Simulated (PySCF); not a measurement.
**Al⁻ (aluminium, charge -1): UHF calculation**

Configuration: [Ne] 3s2 3p2, high-spin 3P determinant. Calculation: PySCF 2.14, in x2c-TZVPPall with one added diffuse shell each of s, p, d type (6s6p4d1f, 51 functions); scalar relativity by spin-free X2C-1e.

```
Total energy                                                  : -242.310644 hartree
One-electron energy                                           : -339.7294 hartree
Hartree (Coulomb) energy                                      : 115.6643 hartree
Exchange energy                                               : -18.2455 hartree
⟨S²⟩                                                          : 2.0180
⟨L²⟩                                                          : 2.045
Sum of ⟨r⟩                                                    : 19.47 bohr
Sum of ⟨r²⟩                                                   : 72.02 bohr²
Traceless quadrupole moment −½Σ⟨3z² − r²⟩ along its main axis : 10.3 e·bohr²
Langevin diamagnetic susceptibility                           : -57.0 ×10⁻⁶ cm³/mol
```

```tsv
shell	electrons	mean orbital energy (hartree)	spread (hartree)	rms radius, mean of both spins (bohr)
1s α	1	-58.42383	0	0.139
1s β	1	-58.42064	0	0.139
2s α	1	-4.73280	0	0.676
2s β	1	-4.72977	0	0.676
2p α	3	-3.02487	0.00427	0.674
2p β	3	-3.01669	0.00580	0.674
3s α	1	-0.25162	0	2.98
3s β	1	-0.16521	0	2.98
3p α	2	-0.02166	0	5.03
```

Densities and radii are taken from the X2C orbitals without a picture-change correction, which distorts them close to the nucleus.

Spin-orbit constants ζ (cm⁻¹) from the X2C one-electron operator on these orbitals: bare nucleus, nucleus screened by l(l+1)(2l+1)/3 electrons, and screened by the Breit-Pauli mean field of the electrons.

```json
{"shell": "2p", "bare": "2659", "screened nucleus": "2250", "mean field": "2065"}
{"shell": "3p", "bare": "50.21", "screened nucleus": "42.48", "mean field": "37.60"}
```

To first order the Landé constant is A = 18.80 cm⁻¹, so the lowest level has J = 0 and lies 0.00466 eV below the centre of the term. This holds in LS coupling only.
